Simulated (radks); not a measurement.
The numbers below are computed, except where a source is named.
Radial electron density D(r) = 4 pi r^2 rho(r) of an atom or ion with 37 electrons. Level of theory: scalar-relativistic Kohn-Sham, LDA (Slater exchange, VWN5 correlation), spin-polarised, spherical densities, finite nucleus; Fermi nuclear charge, rms radius of each element as measured or else 0.836 A^(1/3) + 0.57 fm (a radial shooting solver on a logarithmic mesh with Libxc functionals).

```
   r/bohr * D(r) (the largest magnitude, 55.4, reaches the edge; | marks zero)
  0.00344 |    *
 0.004005 |     *
   0.0047 |       *
 0.005471 |         *
  0.00637 |            *
 0.007475 |               *
 0.008702 |                  *
  0.01021 |                      *
  0.01189 |                           *
  0.01384 |                               *
  0.01624 |                                    *
  0.01891 |                                        *
  0.02201 |                                           *
  0.02583 |                                             *
  0.03007 |                                             *
  0.03501 |                                           *
  0.04108 |                                         *
  0.04782 |                                       *
  0.05568 |                                     *
  0.06534 |                                      *
  0.07606 |                                         *
  0.08855 |                                              *
   0.1039 |                                                   *
    0.121 |                                                      *
   0.1408 |                                                     *
   0.1653 |                                               *
   0.1924 |                                        *
   0.2258 |                                 *
   0.2628 |                              *
    0.306 |                                *
   0.3591 |                                    *
    0.418 |                                      *
   0.4866 |                                   *
   0.5711 |                            *
   0.6648 |                   *
    0.774 |            *
   0.9083 |        *
    1.057 |      *
    1.231 |      *
    1.445 |     *
    1.682 |    *
    1.958 |   *
    2.297 | *
    2.675 |*
    3.114 |*
    3.654 *
    4.254 *
    4.992 *
    5.811 *
    6.765 *
    7.939 *
    9.242 *
    10.76 *
    12.63 *
     14.7 *
```

What is the nuclear charge?

Answer. Z = 37. The innermost maximum, from 1s, lies near gamma/Z bohr with gamma = sqrt(1 - (Z/c)^2) = 0.963, here 0.026 bohr (found: 0.0284), and its height grows with Z. The density is that of neutral rubidium in [Kr] 5s1; the configuration itself is not fixed sharply by these data, and Z only to a few units. D(r) has 3 maxima, at r = 0.0284, 0.126, 0.411 bohr, and minima at 0.0579, 0.263 bohr, inside which lie 2.05, 11.03 electrons.
